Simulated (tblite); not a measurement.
Species: C8H11PS.
Structure used (GFN2-xTB), in Å, numbered top down from 1:
```
atom  x, y, z in Å
C1    -3.1027    0.5162   -0.4077
C2    -1.9006    0.8956   -0.8212
C3    -0.6188    0.5216   -0.2365
C4     0.4139    1.3917   -0.1932
P5     1.7983    0.6813    0.7174
C6     3.1983    0.4783   -0.4577
S7     2.2660    1.5494    2.3926
C8     0.9445   -0.9057    0.8183
C9    -0.3011   -0.8061    0.3248
C10   -1.2669   -1.9418    0.2982
H11   -3.2516   -0.1357    0.4342
H12   -3.9950    0.8816   -0.8872
H13   -1.8236    1.6045   -1.6372
H14    0.3718    2.4179   -0.5178
H15    3.6055    1.4667   -0.6692
H16    3.9646   -0.1213    0.0328
H17    2.8660   -0.0022   -1.3751
H18    1.3618   -1.7831    1.2833
H19   -0.7365   -2.8871    0.3890
H20   -1.8432   -1.9387   -0.6243
H21   -1.9598   -1.8662    1.1361
```

All values are computed: GFN2-xTB (tblite) harmonic vibrations without scaling, gas phase. The method is semi-empirical: single wavenumbers can be off by several per cent or more. One conformer, not necessarily the lowest.

Harmonic wavenumbers (cm⁻¹): 53.2, 74.3, 92.5, 151.5, 170.2, 183.8, 200.1, 227.7, 233.8, 278.6, 332.5, 376.4, 399.7, 436.8, 521.6, 600.9, 671.6, 681.8, 730.3, 740.2, 757.0, 777.7, 785.9, 813.0, 852.9, 862.0, 901.0, 995.1, 1007.4, 1017.5, 1017.9, 1088.4, 1117.9, 1190.9, 1288.9, 1293.3, 1331.1, 1394.8, 1406.2, 1407.8, 1420.8, 1469.2, 1478.9, 1534.4, 1611.7, 1676.0, 2991.8, 2996.0, 3001.3, 3013.9, 3034.4, 3039.9, 3041.9, 3096.5, 3098.4, 3113.9, 3147.4.

A = 1791, B = 610.3, C = 577.9 MHz; mass 170.032 u (most abundant isotopes); point group C1, symmetry number 1.

Q: Zero-point energy?

A: ½Σν̃ = 35615 cm⁻¹ = 426.05 kJ/mol.

Q: Give the ideal-gas entropy at 350 K and 1 bar in the rigid-rotor, harmonic-oscillator model (classical rotation).

A: Translation 176.24, rotation 130.07, vibration 176.25: S = 482.6 J/(mol K).

Q: And Cp and H(350 K) − H(0)?

A: Cp = 216.63 J/(mol K), of which vibrations give 183.38 (their classical limit is 57 R = 473.9); H(350 K) − H(0) = 44.54 kJ/mol without the zero-point energy, 32.90 from vibrations.

Q: Blend soft modes into free rotors: weight 1/[1 + (100 cm⁻¹/ν̃)⁴] for the oscillator and the rest for a rotor with moment μB/(μ + B), μ = h/(8π²ν), B = 10⁻⁴⁴ kg m². What vibrational entropy results?

A: 165.22 J/(mol K) in place of 176.25, which changes −T·S at 350 K by +3.86 kJ/mol.

Q: How do the functions run with temperature in this model?

A: 
```json
{"T (K)": "50", "S (J/(mol K))": "254.4", "Cp (J/(mol K))": "57.5", "H − H(0) (kJ/mol)": "2.11", "G − H(0) (kJ/mol)": "-10.61", "ln q(vib)": "0.47"}
{"T (K)": "100", "S (J/(mol K))": "304.7", "Cp (J/(mol K))": "90.3", "H − H(0) (kJ/mol)": "5.83", "G − H(0) (kJ/mol)": "-24.64", "ln q(vib)": "1.81"}
{"T (K)": "298.15", "S (J/(mol K))": "449.8", "Cp (J/(mol K))": "191.9", "H − H(0) (kJ/mol)": "33.94", "G − H(0) (kJ/mol)": "-100.18", "ln q(vib)": "8.21"}
{"T (K)": "373.15", "S (J/(mol K))": "496.8", "Cp (J/(mol K))": "227.1", "H − H(0) (kJ/mol)": "49.68", "G − H(0) (kJ/mol)": "-135.69", "ln q(vib)": "10.64"}
{"T (K)": "500", "S (J/(mol K))": "570.4", "Cp (J/(mol K))": "276.7", "H − H(0) (kJ/mol)": "81.77", "G − H(0) (kJ/mol)": "-203.45", "ln q(vib)": "14.67"}
{"T (K)": "750", "S (J/(mol K))": "696.4", "Cp (J/(mol K))": "344.0", "H − H(0) (kJ/mol)": "160.02", "G − H(0) (kJ/mol)": "-362.31", "ln q(vib)": "22.21"}
{"T (K)": "1000", "S (J/(mol K))": "801.8", "Cp (J/(mol K))": "387.5", "H − H(0) (kJ/mol)": "251.81", "G − H(0) (kJ/mol)": "-549.95", "ln q(vib)": "29.10"}
```

q(vib) and H(0) count from the zero-point level.

Q: What must be added to the electronic energy to get the Gibbs energy at 350 K and 1 bar?

A: ZPE + [H(350 K) − H(0)] − T·S = 426.05 + 44.54 − 168.90 = 301.69 kJ/mol.

Q: Which modes carry the vibrational entropy at 350 K?

A: 53.2 cm⁻¹: 20.97; 74.3 cm⁻¹: 18.21; 92.5 cm⁻¹: 16.40; 151.5 cm⁻¹: 12.38; 170.2 cm⁻¹: 11.45; 183.8 cm⁻¹: 10.84 J/(mol K); the other 51 give 85.99 together.

Hindered rotation and anharmonicity are outside this model. Other conformers, if any are populated, would add a mixing term that is left out. The structure is chiral; the term R ln 2 for an equal mix with its mirror image is left out.

Run on one thread of an Arm Neoverse V1 (shared host). This covers the Hessian and the dipole derivatives.
